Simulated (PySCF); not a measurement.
## Worked example: refractive index and permittivity of the vapour

CH4ClFOSi2, SMILES Cl[SiH2]C(=O)[SiH2]F.

The structure is a stationary point at PBE0-D3(BJ)/def2-SVP. The structure was generated by enumeration, and PubChem lists no compound with its InChIKey, so it may never have been made. The values are those of a single conformer.

PySCF with HF/def2-TZVP gives a mean static polarisability of 69.2 bohr³ and a dipole moment of 0.62 D. Take an ideal gas at 298.15 K and 0.01 bar, whether or not the substance is that volatile.

Question: Work out n − 1 in the optical limit and the static ε − 1.

Answer: 
Polarisability volume α' = 69.2 × 0.148185 = 10.25 Å³. Number density N = p/kT = 2.43e-7 Å⁻³.
Dilute limit of Lorentz–Lorenz: n − 1 = 2π N α' = 1.6e-5.
Orientation term of Debye: μ²/(3kT) = 8.098 Å³ × μ²(D²) = 3.11 Å³.
ε − 1 = 4π N (α' + μ²/3kT) = 4.1e-5. Orientation of the dipole supplies 23 % of the static response; it can't follow optical fields. Vibrational polarisation and dispersion are left out.
